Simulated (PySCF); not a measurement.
**Simulated absorption spectrum**

Species: C₅H₆FN.
SMILES with atom numbers: `[CH3:1][CH2:2]/[C:3]([F:4])=[CH:5]/[C:6]#[N:7]` (hydrogens: H8, H9, H10 on C1; H11, H12 on C2; H13 on C5)

Method: TDDFT PBE0/def2-SVPD, vertical, gas phase, core orbitals frozen in the response (PySCF 2.14.0, density-fitted response routines). Geometry: GFN2-xTB, one conformer, isolated molecule. Torsions of this conformer, `[CH3:1][CH2:2]/[C:3]([F:4])=[CH:5]/[C:6]#[N:7]`: C1–C2–C3–F4 -69°.

Broadening: Gaussians 0.4 eV wide at half height, area fixed by f = 4.319×10⁻⁹ ∫ε dν̃. The cross-section is σ = 3.8235×10⁻²¹ ε cm², given in Mb (10⁻¹⁸ cm²). The width is an assumption, not a result. The curve ends short of the highest state used, and states not computed would add to its high-energy end.

```csv
E (eV),σ (Mb)
5.62,0.24
5.66,0.53
5.69,0.94
5.73,1.92
5.76,3.15
5.79,5.02
5.83,8.90
5.86,13.19
5.90,21.22
5.93,29.23
5.96,39.03
6.00,54.68
6.03,67.89
6.07,86.30
6.10,99.63
6.14,114.95
6.17,123.40
6.20,128.41
6.24,129.00
6.27,124.83
6.31,113.86
6.34,102.51
6.37,89.49
6.41,71.20
6.44,57.92
6.48,42.03
6.51,31.98
6.54,23.71
6.58,15.36
6.61,10.86
6.65,6.75
6.68,4.73
6.72,3.01
6.75,2.20
6.78,1.66
6.82,1.18
6.85,0.93
6.89,0.68
6.92,0.53
6.95,0.42
6.99,0.31
7.02,0.27
7.06,0.26
7.09,0.29
7.13,0.40
7.16,0.55
7.19,0.74
7.23,1.09
7.26,1.42
7.30,1.93
7.33,2.34
7.36,2.77
7.40,3.30
7.43,3.63
7.47,3.96
7.50,4.09
```

Question: Locate the maxima and give the states behind the curve.

Answer: 199 nm (6.22 eV), ε about 34000, made up of S1 (100%) (ε in L mol⁻¹ cm⁻¹; maxima over ε = 5, shares over 10%). At its high-energy end, 7.50 eV, the curve is still rising (ε about 1100, from S5). The states used: S1 6.22 eV (f 0.503); S2 6.52 eV (f 0.0012); S3 6.70 eV (f 0.0041); S4 7.41 eV (f 0.0008); S5 7.51 eV (f 0.015); S6 7.99 eV (f 0.0009); S7 8.09 eV (f 0.118); S8 8.10 eV (f 0.013).

Question: What would ε be at 6.22 eV, the highest of these maxima, with half the width (0.2 eV)?

Answer: About 67700 L mol⁻¹ cm⁻¹ against 33900, a factor of about 2.00; a lone state at its own centre would give exactly 2.

Question: On this curve, what absorbance would a 10⁻³ mol/L sample give at 193 nm over a 1 cm path?

Answer: 193 nm is 6.424 eV, where ε is about 17000 L mol⁻¹ cm⁻¹, so A = ε c l ≈ 17 (Beer–Lambert, with the gas-phase spectrum and the assumed width).

Hardware: one thread, Arm Neoverse V1 (aarch64), shared host. Cost: 31 s (grids of density and orbitals included), 0.70 GiB resident at most.
